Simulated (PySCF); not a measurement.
# Working out the ionisation energy of Zn+

Zn+ [Ar] 3d10 4s1 (2S) → Zn(2+) [Ar] 3d10 (1S). Computed with PySCF 2.14 in aug-cc-pwCVDZ-PP with ECP10MDF (6s6p5d3f, 70 functions), with scalar relativity through the core potential. Frozen: 3s2 3p6. Energies in hartree (1 hartree = 27.21139 eV):

```
            part  Zn+ (lower)  Zn(2+) (upper)
             UHF  -225.666231     -225.045929
CCSD correlation    -0.428974       -0.399290
             (T)    -0.012257       -0.009802
```

Q: What does Hartree-Fock give?

A: (-225.045929) − (-225.666231) = 0.620302 hartree = 16.879 eV.

Q: What do CCSD and CCSD(T) give?

A: The CCSD correlation energies differ by 0.029684 hartree = 0.808 eV and the triples by 0.002455 hartree = 0.067 eV, so CCSD gives 17.687 eV and CCSD(T) 17.754 eV.

Measured between the centres of the two terms (NIST): 17.964 eV, so CCSD(T) (valence) is off by -0.210 eV.

A double-zeta basis recovers only part of the correlation energy.

What remains against the reference includes basis incompleteness, the frozen core and higher excitations.
